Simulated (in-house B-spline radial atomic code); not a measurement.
A fraction x of an electron is moved 3p → 4p in Sc II (Sc+), starting from [Ar] 3d1 4s1 and keeping the highest spin. Level of theory: scalar-relativistic (X2C) PBEsol, spin-polarised, spherical fractional occupations, Fermi nucleus of rms radius 3.5459 fm; calculated with a B-spline radial code for spherical atoms.

| x | E(x) - E(0) (eV) | 3p down level (eV) | 4p up level (eV) |
| --- | --- | --- | --- |
| 0 | 0.0000 | -39.960 | - |
| 0.125 | 4.1917 | -40.791 | -6.973 |
| 0.25 | 8.4546 | -41.619 | -7.230 |
| 0.375 | 12.7892 | -42.446 | -7.481 |
| 0.5 | ? | ? | ? |
| 0.625 | 21.6745 | -44.085 | -7.967 |
| 0.75 | 26.2253 | -44.897 | -8.203 |
| 0.875 | ? | ? | ? |
| 1 | 35.5423 | -46.501 | -8.661 |

(1) What belongs in the row x = 0.5?

(2) What belongs in the row x = 0.875?

(3) Check Janak's theorem between x = 0.125 and 0.25.

Answers

(1) An energy change of 17.1958 eV; 3p down at -43.268 eV, 4p up at -7.727 eV.

(2) An energy change of 30.8480 eV; 3p down at -45.703 eV, 4p up at -8.434 eV.

(3) The slope of the energy is 34.10 eV; the orbital levels give 34.10 eV (ε of the receiving orbital less ε of the emptying one, averaged over the two points).
